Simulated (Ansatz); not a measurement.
The Se3–H4 bond of CdFHSe (SMILES [F][Cd][SeH]) is stretched (multiplicity 1, the rest rigid).
Geometry at rest (charge 0, multiplicity 1):
```xyz
4

Cd     0.4182    -0.5398     0.2903
F      1.5232    -1.9575     1.0651
Se    -0.9710     1.2188    -0.7056
H     -0.7684     2.0868     0.4677
```

Frozen-core correlation. Filled d and f shells under p-block atoms count as core.

Run with Ansatz (a first-principles code). Values without a source in brackets are computed. In def2 rows elements past Kr take small-core potentials, without spin–orbit coupling.

Energies above the point at 1.473 Å (the B3LYP-D3(BJ) bond length), FIC-MRCISD+Q on CASSCF(4,3)/def2-TZVPP (kcal/mol): 6.54 at 1.326 Å; 4.44 at 1.621 Å; 82.31 at 4.715 Å.

Q: Take the last value as the depth D of a Morse curve D(1 − e^(−a(R − R₀)))², fit a and R₀ to the two near points, and test it at 1.989 and 2.578 Å.

A: 
With D = 82.3, both near points (counted from the curve's value at 1.473 Å) are met by a = 1.74 Å⁻¹ and R₀ = 1.469 Å, so k = 2Da² = 498 kcal/(mol Å²). The curve then gives 29.2 and 60.2 kcal/mol; the level itself gives 30.6 and 65.3, so Morse is off by -1.5 and -5.1.

Doubts at one or more of the structures used: active orbitals that take no part (FIC-MRCISD+Q on CASSCF(4,3)/def2-TZVPP).
